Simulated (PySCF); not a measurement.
Compound: C₂H₈O₃Si₂.
SMILES with atom numbers: `[SiH3:1][O:2][SiH:3]1[O:4][CH2:5][CH2:6][O:7]1` (hydrogens: H8, H9, H10 on Si1; H11 on Si3; H12, H13 on C5; H14, H15 on C6)

Geometry (PBE0-D3(BJ)/def2-SVP, Å), atoms numbered from 1 in this order:
```
atom  x, y, z in Å
Si1    2.5057   -0.2078   -0.5477
O2     1.3087    0.2832   -1.5950
Si3   -0.2997    0.5322   -1.7640
O4    -1.2505   -0.7544   -1.2847
C5    -1.8552   -0.4539   -0.0405
C6    -1.9802    1.0736    0.0446
O7    -0.8699    1.6244   -0.6372
H8     2.2729   -1.6243   -0.1381
H9     2.5172    0.6596    0.6669
H10    3.8108   -0.0977   -1.2557
H11   -0.5329    0.8982   -3.1719
H12   -2.8370   -0.9484    0.0236
H13   -1.2274   -0.8397    0.7849
H14   -2.9183    1.4148   -0.4315
H15   -1.9854    1.4232    1.0891
```

Method: core-valence-separated Tamm–Dancoff BHandHLYP/aug-pcX-1 (pcseg-1 on H, def2-SVPD on Si) in PySCF, non-relativistic, gas phase, PBE0-D3(BJ)/def2-SVP geometry. BHandHLYP without relativity tends to put these K edges a few eV too low, so spacings mean more than positions.

The lowest roots of each edge with f over 0.003 (five at most, numbered afresh; weaker and dark ones are left out), with transition dipoles (au) in the frame of the coordinates:

```tsv
root	edge	E (eV)	μx	μy	μz
1	C	286.88	0.0044	0.0090	-0.0580
2	C	286.90	-0.0683	-0.0071	0.0494
3	C	287.25	0.0130	0.0614	0.0187
4	C	287.26	0.0116	0.0005	-0.0182
5	C	287.56	-0.0204	-0.0022	0.0380
6	O	532.59	0.0077	-0.0072	0.0187
7	O	533.17	-0.0108	-0.0138	-0.0002
8	O	533.19	-0.0002	-0.0105	-0.0170
9	O	533.62	0.0048	0.0358	0.0089
10	O	533.87	0.0248	0.0123	-0.0261
```

What are the oscillator strengths?

f = (2/3) ΔE |μ|², with ΔE in hartree (27.2114 eV):

```
root  ΔE (Eh)  |μ|² (au)      f  core hole on
   1  10.5426   0.003464  0.024         C5/C6
   2  10.5435   0.007156  0.050         C5/C6
   3  10.5561   0.004289  0.030       C5 + C6
   4  10.5565   0.000466  0.003       C5 + C6
   5  10.5676   0.001865  0.013       C5 + C6
   6  19.5725   0.000461  0.006            O2
   7  19.5937   0.000307  0.004         O4/O7
   8  19.5943   0.000399  0.005         O4/O7
   9  19.6102   0.001384  0.018            O2
  10  19.6194   0.001448  0.019         O4/O7
```

Molecules are fixed in this frame and the field points along z. What effective strengths 3 f cos²θ do the roots have (θ between field and μ)?

root 1 (C5/C6): 0.071, root 2 (C5/C6): 0.052, root 3 (C5 + C6): 0.007, root 4 (C5 + C6): 0.007, root 5 (C5 + C6): 0.030, root 6 (O2): 0.014, root 7 (O4/O7): 0.000, root 8 (O4/O7): 0.011, root 9 (O2): 0.003, root 10 (O4/O7): 0.027. Root 1 is the strongest. Averaged over all orientations cos²θ is 1/3, which gives f back.

One conformer stands for the species.
